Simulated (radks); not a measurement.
Task: The mean radii <r> (bohr) of the occupied orbitals of an atom or ion are listed with their occupations. All-electron calculation, scalar-relativistic Kohn-Sham, LDA (Slater exchange, Perdew-Wang correlation), spin-polarised, spherical densities, point nucleus. Program: a radial shooting solver on a logarithmic mesh with Libxc functionals.

| orbital | occ. | <r> |
|---|---|---|
| 1s | 2 | 0.07702 |
| 2s | 2 | 0.3655 |
| 2p | 6 | 0.3284 |
| 3s | 2 | 1.158 |
| 3p | 6 | 1.274 |
| 4s | 2 | 3.973 |

Name the element and its charge. Open shells, if any, are filled with parallel spins first.

Result: Z = 20, calcium, charge 0: Ca in [Ar] 4s2. The 1s radius gives Z: for a bare nucleus <r> = (2 gamma + 1)/(2Z) with gamma = sqrt(1 - (Z/c)^2), 0.07446 bohr for Z = 20, and screening makes it slightly larger (0.07702 here). The occupations add up to 20, and the charge is Z minus that.
